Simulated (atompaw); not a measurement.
**dysprosium: variants of one PAW (atompaw) potential**

Base potential:

dysprosium, PAW, made with atompaw 4.2.0.5 (PBE, scalar-relativistic). Core [Kr] 4d10, reference 4f10 5s2 5p6 5d0 6s2 6p0. Waves: 5s (bound): rc 1.90 bohr; 6s (bound): rc 2.05 bohr; 5p (bound): rc 2.70 bohr; 6p (bound, empty): rc 3.00 bohr; 5d (bound, empty): rc 3.00 bohr; 5d channel at 4.4 Ry: rc 3.00 bohr; 4f (bound): rc 1.50 bohr; 4f channel at 2.45 Ry: rc 1.50 bohr. Local part: bessel scheme, radius 2.40 bohr. Core correction: smooth core density matched at 2.95 bohr. Augmentation charge: sinc compensation charge, radius 2.35 bohr; PAW radius 3.00 bohr; waves and projectors: custom polynom gramschmidtortho.

All-electron outer shells of the reference configuration (PBE, scalar-relativistic, ld1.x):

| shell | level (eV) | outermost node (bohr) | outermost maximum (bohr) |
| --- | --- | --- | --- |
| 4p | -291.60 | 0.28 | 0.51 |
| 4d | -153.01 | 0.26 | 0.53 |
| 5s | -48.92 | 0.63 | 1.16 |
| 5p | -25.35 | 0.67 | 1.33 |
| 6s | -3.75 | 1.57 | 3.48 |
| 4f | -3.11 | – | 0.54 |
| 5d | -1.17 | 0.76 | 2.11 |
| 6p | -1.16 | 1.93 | 4.82 |

Cutoffs, loose and tight: the cutoffs (Ry, on a coarse ladder) from which the occupation-weighted sum of valence levels, in a spherical-Bessel basis at the reference potential, stays within 10 and 1 mRy of its value at 400 Ry. They see the waves, projectors and local potential, not the compensation charge or the core. A dash means not determined.

| change | outcome | cutoff, loose | cutoff, tight | bound ghosts |
| --- | --- | --- | --- | --- |
| base | generated | 90 Ry | 140 Ry | none |
| all radii scaled by about 0.75 (s 1.42, p 2.02, d 2.24, f 1.12 bohr); local potential bessel scheme, radius 1.80 bohr; augmentation sinc compensation charge, radius 1.76 bohr; PAW radius 2.24 bohr; waves and projectors: custom polynom gramschmidtortho; core correction smooth core density matched at 2.20 bohr | generated | 160 Ry | 260 Ry | none |
| all radii scaled by about 0.89 (s 1.70, p 2.40, d 2.68, f 1.34 bohr); local potential bessel scheme, radius 2.14 bohr; augmentation sinc compensation charge, radius 2.10 bohr; PAW radius 2.68 bohr; waves and projectors: custom polynom gramschmidtortho; core correction smooth core density matched at 2.62 bohr | generated | 110 Ry | 180 Ry | none |
| all radii scaled by about 1.07 (s 2.02, p 2.88, d 3.20, f 1.60 bohr); local potential bessel scheme, radius 2.56 bohr; augmentation sinc compensation charge, radius 2.50 bohr; PAW radius 3.20 bohr; waves and projectors: custom polynom gramschmidtortho; core correction smooth core density matched at 3.16 bohr | generated | 80 Ry | 120 Ry | none |

**Question.** What comes out with this change to the base: all radii scaled by about 1.19 (s 2.26, p 3.20, d 3.56, f 1.78 bohr); local potential bessel scheme, radius 2.86 bohr; augmentation sinc compensation charge, radius 2.80 bohr; PAW radius 3.56 bohr; waves and projectors: custom polynom gramschmidtortho; core correction smooth core density matched at 3.50 bohr?

**Answer.** outcome: generated; cutoff, loose: 60 Ry; cutoff, tight: 100 Ry; bound ghosts: none.

**Question.** What comes out with this change to the base: all radii scaled by about 1.29 (s 2.44, p 3.48, d 3.86, f 1.94 bohr); local potential bessel scheme, radius 3.10 bohr; augmentation sinc compensation charge, radius 3.02 bohr; PAW radius 3.86 bohr; waves and projectors: custom polynom gramschmidtortho; core correction smooth core density matched at 3.80 bohr?

**Answer.** outcome: generated; cutoff, loose: 45 Ry; cutoff, tight: 80 Ry; bound ghosts: none.

**Question.** What comes out with this change to the base: all radii scaled by about 0.96 (s 1.84, p 2.60, d 2.90, f 1.44 bohr); local potential bessel scheme, radius 2.32 bohr; augmentation sinc compensation charge, radius 2.28 bohr; PAW radius 2.90 bohr; waves and projectors: custom polynom gramschmidtortho; core correction smooth core density matched at 2.86 bohr?

**Answer.** outcome: generated; cutoff, loose: 100 Ry; cutoff, tight: 160 Ry; bound ghosts: none.

Reading the sweep of the scale of all radii (base = 1) (base included, trends over the rows without a ghost): The loose cutoff falls from 160 Ry at 0.75 to 45 Ry at 1.29. A larger radius leaves more room for a smooth pseudo-wave, so fewer plane waves are needed; a smaller one forces it to follow the all-electron wave where it bends sharply.
